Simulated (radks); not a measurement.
Se26+, 8 electrons, occupied as [He] 2s2 2p4 (the NIST ground configuration). Calculated with a radial shooting solver on a logarithmic mesh with Libxc functionals: Dirac Kohn-Sham, LB94 model potential, spin-unpolarised, spherical densities, finite nucleus; open shells fill j = l - 1/2 first; Fermi nuclear charge, rms radius 4.14 fm. Some entries of the table are withheld. Estimate them.

| orbital | occ. | eigenvalue (hartree) | <r^2> (bohr^2) |
|---|---|---|---|
| 1s1/2 | 2 | -518.6517 | 0.002592 |
| 2s1/2 | 2 | (1) | (2) |
| 2p1/2 | 2 | (3) | 0.03126 |
| 2p3/2 | 2 | (4) | 0.03249 |

Answer. 
(1) 2s1/2 eigenvalue (hartree): -109.1610
(2) 2s1/2 <r^2> (bohr^2): 0.04158
(3) 2p1/2 eigenvalue (hartree): -104.4442
(4) 2p3/2 eigenvalue (hartree): -102.7220
